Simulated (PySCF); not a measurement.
The vertical singlet excitations below were computed for one of the candidates. Computed with PySCF, TDDFT CAM-B3LYP/def2-SVPD, vertical, gas phase, core orbitals frozen in the response. Geometries: GFN2-xTB, one conformer each.

| state | ν̃ (cm⁻¹) | f | main configurations (H = HOMO, L = LUMO) |
| --- | --- | --- | --- |
| S1 | 48720 | 0.252 | H→L (92%) |
| S2 | 51650 | 0.0003 | H→L+1 (93%) |
| S3 | 52830 | 0.0000 | H-1→L (90%) |
| S4 | 53470 | 0.037 | H→L+3 (70%), H-2→L (24%) |
| S5 | 54510 | 0.0001 | H→L+8 (39%), H→L+7 (27%), H→L+4 (12%) |
| S6 | 55360 | 0.0042 | H-1→L+3 (87%) |
| S7 | 58040 | 0.0008 | H→L+4 (44%), H→L+2 (41%) |
| S8 | 58220 | 0.323 | H-2→L (66%), H→L+3 (20%) |

Question: Which structure fits?
A. `C=C1CCN(C)[SiH2]1`
B. `N#Cc1cn([SiH3])cn1`
C. `C=C([SiH3])/C=N\CC`
D. `C#Cc1cnn([SiH3])n1`

Answer: B. Its S1, at 6.04 eV, is the highest among the candidates; the nearest of the others has S1 at 5.72 eV. S1 is HOMO→LUMO (92%). Löwdin shares by element: HOMO carbon 60% or more, nitrogen 13% or more (atoms not listed hold the other 27%); LUMO carbon 38% or more, nitrogen 25% or more (atoms not listed hold the other 38%). At the same level the other candidates give, for their lowest levels:
- `C=C1CCN(C)[SiH2]1`: 5.47 eV (f 0.026); 5.86 eV (f 0.019); 6.16 eV (f 0.039); 6.59 eV (f 0.016); 6.80 eV (f 0.246); T1 4.15 eV; HOMO -7.59, LUMO 0.87 eV
- `C#Cc1cnn([SiH3])n1`: 5.72 eV (f 0.345); 5.86 eV (f 0.000); 6.07 eV (f 0.000); 6.27 eV (f 0.000); 6.41 eV (f 0.032); T1 4.09 eV; HOMO -8.58, LUMO 0.11 eV
- `C=C([SiH3])/C=N\CC`: 4.57 eV (f 0.004); 5.81 eV (f 0.002); 6.35 eV (f 0.168); 6.67 eV (f 0.024); 6.91 eV (f 0.030); T1 3.89 eV; HOMO -8.34, LUMO 0.14 eV
Triplets come from the Tamm–Dancoff approximation.
